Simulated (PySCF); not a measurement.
Si(H)2(F)(Me) (CH5FSi), SMILES F[SiH2]C. Atoms are numbered in the order given.

```xyz
8

Si    -0.4837     0.1505     0.0000
C      0.3575    -1.5065     0.0000
F      0.6303     1.3137     0.0000
H     -1.3134     0.3373    -1.2109
H     -1.3134     0.3373     1.2109
H      0.9846    -1.6298     0.8849
H     -0.3880    -2.3061     0.0000
H      0.9846    -1.6298    -0.8849
```
Charge 0, spin multiplicity 1.

Geometry optimised at B3LYP-D3(BJ)/def2-TZVP.

These are B3LYP/pcSseg-2 (PySCF) values and carry that method's errors.

GIAO shieldings, no solvent; atoms alike by connectivity are averaged. δ = σ(ref) − σ: ²⁹Si against TMS (σ = 325.2 ppm); ¹³C against TMS (σ = 181.3 ppm); ¹⁹F against CFCl3 (σ = 159.6 ppm); ¹H against TMS (σ = 31.68 ppm), references at their B3LYP-D3(BJ)/def2-TZVP geometries, non-relativistic.

Question: Estimate the chemical shifts. (Estimate from the structure and the level; the computed values follow.)

Answer: 
| nucleus | atoms | count | δ (ppm) |
|---|---|---|---|
| ²⁹Si | Si1 | 1 | -0.8 |
| ¹³C | C2 | 1 | -1.5 |
| ¹⁹F | F3 | 1 | -222.2 |
| ¹H | H4, H5 | 2 | 5.29 |
| ¹H | H6, H7, H8 | 3 | 0.41 |
